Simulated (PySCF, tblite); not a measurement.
Isomers of C3H9ClO2Si2, one GFN2-xTB conformer each. Single-point energies are computed at PBE0/pcSseg-1 (PySCF, gas phase, no added dispersion term), electronic only.

Task: Rank them by PBE0/pcSseg-1 energy, lowest first (kcal/mol).
A. `[CH2:1]=[CH:2][O:3][Si@@:4]([OH:5])([SiH3:6])[CH2:7][Cl:8]` with C1–C2–O3–Si4 5°, C2–O3–Si4–O5 -67°, O3–Si4–O5–H -63°, O3–Si4–C7–Cl8 174°
B. `[O:1]=[C:2]([CH2:3][O:4][SiH3:5])[SiH2:6][CH2:7][Cl:8]` with O1–C2–C3–O4 180°, C2–C3–O4–Si5 -179°, O1–C2–Si6–C7 1°, C2–Si6–C7–Cl8 178°
C. `[SiH3:1][CH2:2][O:3][SiH2:4][O:5]/[CH:6]=[CH:7]\[Cl:8]` with Si1–C2–O3–Si4 86°, C2–O3–Si4–O5 180°, O3–Si4–O5–C6 180°, Si4–O5–C6–C7 1°
D. `[CH3:1][O:2][C@@H:3]1[CH2:4][SiH2:5][O:6][Si@@H:7]1[Cl:8]` with C1–O2–C3–C4 -153°, O2–C3–C4–Si5 -81°, C3–C4–Si5–O6 -30°, C4–Si5–O6–Si7 13°, Si5–O6–Si7–Cl8 125°

Result: D (0.0), A (37.4), C (64.9), B (72.3).

As drawn, the highest has a C=O bond, which the lowest lacks. GFN2-xTB itself gives, in the same order: 0.0, 50.2, 34.1, 68.5. Both levels put the same isomer lowest; measured from each level's own lowest isomer, the values differ by up to 30.8 kcal/mol ([SiH3]CO[SiH2]O/C=C\Cl: 34.1 against 64.9).

Task: Which frontier levels, dipoles and rotational constants go with these structures?

Result: 
| SMILES | HOMO (eV, PBE0/pcSseg-1) | LUMO (eV) | dipole (D) | A, B, C (MHz) |
| --- | --- | --- | --- | --- |
| CO[C@@H]1C[SiH2]O[Si@@H]1Cl | -7.10 | 0.35 | 2.77 | 1555, 1127, 762.5 |
| C=CO[Si@@](O)([SiH3])CCl | -7.23 | -0.09 | 2.25 | 1773, 740.5, 621.5 |
| [SiH3]CO[SiH2]O/C=C\Cl | -6.87 | 0.34 | 0.38 | 2938, 466.4, 432.5 |
| O=C(CO[SiH3])[SiH2]CCl | -7.05 | -1.50 | 4.01 | 2020, 500.1, 406.7 |

Task: What happens when harmonic zero-point energies from GFN2-xTB frequencies are added?

Result: 
```tsv
SMILES	ZPE (kcal/mol)	electronic (kcal/mol)	with ZPE (kcal/mol)
CO[C@@H]1C[SiH2]O[Si@@H]1Cl	73.6	0.0	0.0
C=CO[Si@@](O)([SiH3])CCl	69.9	37.4	33.7
[SiH3]CO[SiH2]O/C=C\Cl	68.6	64.9	59.9
O=C(CO[SiH3])[SiH2]CCl	67.9	72.3	66.6
```

The zero-point energies span 5.7 kcal/mol. The order is unchanged.
